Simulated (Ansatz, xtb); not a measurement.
Two isomers of C3H2N2OS

Structure a is `O=Cc1ncsn1`, a singlet and structure b is `O=Cc1cnsn1`, a singlet. Both are isolated molecules in the gas phase, relaxed with B3LYP-D3(BJ)/def2-SVP; the shapes shown needn't be the lowest conformers.

a (Å):

| atom | x (Å) | y (Å) | z (Å) |
| --- | --- | --- | --- |
| C | -1.1000 | 0.3442 | -2.1768 |
| C | -0.3898 | -0.5834 | -1.2453 |
| C | 0.3843 | -2.4840 | -0.5320 |
| N | -0.2760 | -1.9262 | -1.5017 |
| N | 0.1421 | -0.0886 | -0.1437 |
| O | -1.6189 | -0.0017 | -3.2054 |
| S | 0.8585 | -1.3355 | 0.6903 |
| H | -1.0997 | 1.4017 | -1.8172 |
| H | 0.6231 | -3.5491 | -0.4747 |

b (Å):

```xyz
9

C    -0.9000    0.3016   -1.9660
C    -0.2667   -0.6610   -1.0314
C    -0.1459   -2.0777   -1.2548
N     0.4552   -2.7181   -0.2783
N     0.2497   -0.2578    0.1181
O    -1.3808   -0.0304   -3.0229
S     0.8565   -1.5903    0.8798
H    -0.8936    1.3592   -1.6081
H    -0.5083   -2.6034   -2.1403
```

Energies in hartree; the thermal terms are from GFN2-xTB frequencies at re-optimised GFN2-xTB minima (ideal gas, soft modes damped towards free rotors, one conformer each, 298.15 K, 1 atm) and include the zero-point energy:

```
                              a           b
E, CCSD(T)/def2-SVP  −696.739267  −696.733726
    E, MP2/def2-SVP  −696.670917  −696.667101
  E, MP2/def2-TZVPP  −697.408900  −697.409791
  zero-point energy     0.050623     0.050738
       H(298 K) − E     0.057496     0.057560
       G(298 K) − E     0.020099     0.020298
```

Task: Correct the CCSD(T) difference for the basis set by the MP2 change, then work out ΔE, ΔE₀, ΔH and ΔG for a → b in kJ/mol (1 Eh = 2625.50 kJ/mol) and the equilibrium ratio [b]/[a].

Result: 1. Differences b − a: CCSD(T) +0.005541, MP2 in the small set +0.003816, MP2 in the large set −0.000891 Eh.
2. ΔE = +0.005541 + (−0.000891 − (+0.003816)) = +0.000834 Eh = +2.19 kJ/mol.
3. ΔE₀ = ΔE + ΔZPE = +0.000834 + (+0.000115) Eh = +2.49 kJ/mol.
4. ΔH = ΔE + (+0.000064) Eh = +2.36 kJ/mol.
5. ΔG = ΔE + (+0.000199) Eh = +2.71 kJ/mol, so ΔS = (ΔH − ΔG)/T = −1.2 J/(mol K).
6. kT = 0.9442 mEh, so K = [b]/[a] = exp(−ΔG/kT) = exp(−1.09) ≈ 0.33.

The two are too close for this level to say which is favoured. An error of 4 kJ/mol in ΔG would change K by a factor of 5. Mirror images and further conformers aren't counted.

As drawn, b has 1 C∷C, 1 N∷S in place of 1 C∷N, 1 C∷S (∷ is an aromatic bond).

Other levels gave ΔE = +1.4 (GFN2-xTB); +18.4 (HF/STO-3G, GFN2-xTB geometries); +13.7 (r2SCAN-D4/def2-SVP, GFN2-xTB geometries); +12.0 (B3LYP-D3(BJ)/def2-SVP); +24.9 (HF/def2-SVP); +10.0 (MP2/def2-SVP); +14.5 (CCSD(T)/def2-SVP) kJ/mol. The correlated steps freeze 11 core orbitals. Programs: Ansatz 0.2.0, xtb 6.7.1.
